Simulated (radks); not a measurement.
Results of a calculation; reference values are marked as such.
Species: Rh2+. Configuration: [Kr] 4d7. Code: a radial shooting solver on a logarithmic mesh with Libxc functionals. Model: Dirac Kohn-Sham, PBE, spin-unpolarised, spherical densities, point nucleus; open shells are shared between the two j in proportion to 2j + 1; speed of light set to 13703.6 atomic units (100 times the physical value, a model run).

Radial electron density D(r) = 4 pi r^2 rho(r):

```
   r/bohr * D(r) (the largest magnitude, 70.9, reaches the edge; | marks zero)
 0.003709 |     *
 0.004249 |       *
 0.004829 |        *
 0.005533 |           *
 0.006339 |             *
 0.007205 |                *
 0.008254 |                   *
 0.009457 |                       *
  0.01075 |                          *
  0.01231 |                              *
  0.01411 |                                  *
  0.01603 |                                     *
  0.01837 |                                        *
  0.02105 |                                          *
  0.02392 |                                          *
  0.02741 |                                          *
   0.0314 |                                         *
  0.03569 |                                       *
  0.04088 |                                     *
  0.04684 |                                    *
  0.05324 |                                     *
  0.06099 |                                        *
  0.06988 |                                            *
  0.07942 |                                                *
  0.09099 |                                                    *
   0.1042 |                                                      *
   0.1185 |                                                     *
   0.1357 |                                                *
   0.1555 |                                          *
   0.1768 |                                      *
   0.2025 |                                    *
    0.232 |                                     *
   0.2637 |                                        *
   0.3021 |                                          *
   0.3461 |                                         *
   0.3934 |                                    *
   0.4507 |                           *
   0.5163 |                   *
   0.5868 |             *
   0.6723 |          *
   0.7703 |          *
   0.8755 |           *
    1.003 |           *
    1.149 |          *
    1.306 |        *
    1.496 |     *
    1.714 |   *
    1.948 | *
    2.232 |*
    2.557 |*
    2.907 *
     3.33 *
    3.815 *
    4.336 *
    4.968 *
```

D(r) has 4 maxima, at r = 0.0245, 0.104, 0.312, 0.941 bohr, and minima at 0.0472, 0.204, 0.717 bohr, inside which lie 2.03, 11.23, 29.06 electrons.
